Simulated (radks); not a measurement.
Initial-state core-level shifts of the gold ion Au+ when its valence configuration changes from [Xe] 4f14 5d10. Calculated with a radial shooting solver on a logarithmic mesh with Libxc functionals: scalar-relativistic Kohn-Sham, PBE, spin-polarised, spherical densities, point nucleus; open shells are filled with parallel spins first (spin-orbit coupling, left out, can overturn this in heavy ions). Shifts are changes of the shell-averaged eigenvalues in eV (positive: less bound).

valence                     2p       4p       5s       5p
4f14 5d9 6p1            -5.153   -5.117   -4.987   -4.795
4f13 5d10 6p1          -18.609  -17.814   -9.234   -7.874
4f14 5d9.5 6s0.5        -1.670   -1.645   -1.581   -1.487
4f14 5d9.5 6p0.5        -2.569   -2.555   -2.499   -2.411
4f13.5 5d10 6s0.5       -8.255   -7.882   -3.638   -2.959
4f12.5 5d10 6s0.5 6p1  -27.432  -26.112  -13.076  -11.022
4f12 5d10 6s2          -34.817  -32.868  -15.268  -12.518
4f14 5d9 6s1            -3.391   -3.334   -3.192   -2.996
4f14 5d8 6p2           -10.384  -10.280   -9.937   -9.498
